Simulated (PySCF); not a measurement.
Problem. Give a PBE0-D3(BJ)/def2-SVP geometry of InChI=1S/C3H12Si3/c1-2-3(4,5)6/h2H,1H2,4-6H3.

Solution. 
```
atom  x, y, z in Å
C1     1.5379    0.9946   -1.2678
C2     0.9601    0.6042   -0.1266
C3    -0.2492   -0.2768    0.0359
Si4   -1.5618    0.6903    1.0138
Si5   -1.0126   -0.8647   -1.5971
Si6    0.2608   -1.7969    1.0577
H7     2.4194    1.6397   -1.2502
H8     1.1679    0.6959   -2.2538
H9     1.4097    0.9597    0.8126
H10   -0.9706    1.1577    2.3062
H11   -2.0131    1.8790    0.2291
H12   -2.7407   -0.1814    1.3062
H13   -1.4602    0.2984   -2.4235
H14   -0.0277   -1.6658   -2.3873
H15   -2.1962   -1.7234   -1.2900
H16    0.8644   -1.3457    2.3500
H17   -0.9301   -2.6518    1.3512
H18    1.2710   -2.6013    0.3060
```

Orientation and origin are arbitrary. Atoms count from 1 in this order. Of the pairs four or more bonds apart, Si5···H8 is among the closest relative to their van der Waals radii: 2.76 Å, 84 % of the sum of Bondi's values. Si4 (SiH3 silicon) is tetrahedral (angles from 108.9° to 110.4°). The C–C distances run from 1.337 Å (C1=C2, drawn double) to 1.505 Å (C2–C3, drawn single), a spread of 0.168 Å.

Bonds between heavy atoms (Å): C1=C2 1.337, C2–C3 1.505, C3–Si4 1.901, C3–Si5 1.896, C3–Si6 1.901.

Theory: PBE0-D3(BJ)/def2-SVP geometry optimisation, gas phase in PySCF 2.14.0.

Point group: Cs (tolerance 0.08 Å). PBE0-D3(BJ)/def2-SVP frequencies: not computed here.
